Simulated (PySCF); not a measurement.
**LDA on Tl²⁺ (thallium, charge +2)**

Configuration: [Xe] 4f14 5d9 6s1 6p1, one real determinant (an excited configuration). All numbers are calculated (PySCF 2.14, the spin-free X2C one-electron Hamiltonian (Gaussian nucleus), in aug-cc-pVTZ-DK3 (9s8p6d3f, 84 functions)).

| Property | Result |
| --- | --- |
| Total energy | -20233.84 hartree |
| One-electron energy | -27649.99 hartree |
| Hartree (Coulomb) energy | 7790.29 hartree |
| Exchange-correlation energy | -374.14 hartree |
| ⟨S²⟩ | 3.7505 |
| ⟨L²⟩ | 8.003 |
| Sum of ⟨r⟩ | 42.47 bohr |
| Sum of ⟨r²⟩ | 48.81 bohr² |
| Traceless quadrupole moment −½Σ⟨3z² − r²⟩ along its main axis | -2.88 e·bohr² |
| Langevin diamagnetic susceptibility | -38.7 ×10⁻⁶ cm³/mol |

```
shell  electrons  mean orbital energy (hartree)  spread (hartree)  rms radius, mean of both spins (bohr)
 1s α          1                    -3130.57618                 0                                 0.0184
 1s β          1                    -3130.57374                 0                                 0.0184
 2s α          1                     -558.16721                 0                                 0.0743
 2s β          1                     -558.16284                 0                                 0.0743
 2p α          3                     -483.02788           0.00608                                 0.0683
 2p β          3                     -483.02392           0.00294                                 0.0683
 3s α          1                     -133.91731                 0                                  0.190
 3s β          1                     -133.91418                 0                                  0.190
 3p α          3                     -112.15025           0.01033                                  0.192
 3p β          3                     -112.14700           0.00791                                  0.192
 3d α          5                      -88.41104           0.01205                                  0.176
 3d β          5                      -88.40717           0.00745                                  0.176
 4s α          1                      -30.52998                 0                                  0.417
 4s β          1                      -30.52441                 0                                  0.417
 4p α          3                      -23.34183           0.02167                                  0.444
 4p β          3                      -23.33609           0.01736                                  0.444
 4d α          5                      -14.60726           0.02774                                  0.473
 4d β          5                      -14.60069           0.02024                                  0.473
 5s α          1                       -5.68356                 0                                  0.929
 5s β          1                       -5.65773                 0                                  0.929
 4f α          7                       -5.06976           0.02699                                  0.510
 4f β          7                       -5.06181           0.01930                                  0.510
 5p α          3                       -3.69141           0.04101                                   1.06
 5p β          3                       -3.66069           0.01547                                   1.06
 5d α          5                       -1.41089           0.04560                                   1.43
 5d β          4                       -1.36820           0.00384                                   1.43
 6s α          1                       -1.05997                 0                                   2.32
 6p α          1                       -0.69619                 0                                   2.89
```

⟨L²⟩ = 8.00 against 12 for a pure F term, so this real determinant mixes terms. Spin-orbit coupling, absent here, splits the open shell strongly.

Densities and radii are taken from the X2C orbitals without a picture-change correction, which distorts them close to the nucleus.
